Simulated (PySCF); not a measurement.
# Radial density of Ar⁺ (argon, charge +1)

PBE, [Ne] 3s2 3p5, 2P determinant. Computed with PySCF 2.14 in x2c-SVPall (4s3p1d, 18 functions), with the spin-free X2C one-electron Hamiltonian (Gaussian nucleus).

```csv
r (bohr),4πr²ρ (e/bohr),4πr²(ρα − ρβ)
0.00139,0.09569,0.0000
0.00234,0.2664,0.0000
0.00393,0.7216,0.0000
0.00661,1.837,0.0001
0.0111,4.243,0.0002
0.0187,8.965,0.0005
0.0314,15.78,0.0024
0.0529,20.89,0.0111
0.0889,18.07,0.0438
0.150,14.51,0.1226
0.252,20.41,0.1624
0.423,15.75,0.0212
0.712,4.675,0.2095
1.20,5.580,0.7753
2.01,2.259,0.3250
3.39,0.1967,0.0328
5.70,3.543e-05,0.0000
```

Densities and radii are taken from the X2C orbitals without a picture-change correction, which distorts them close to the nucleus.
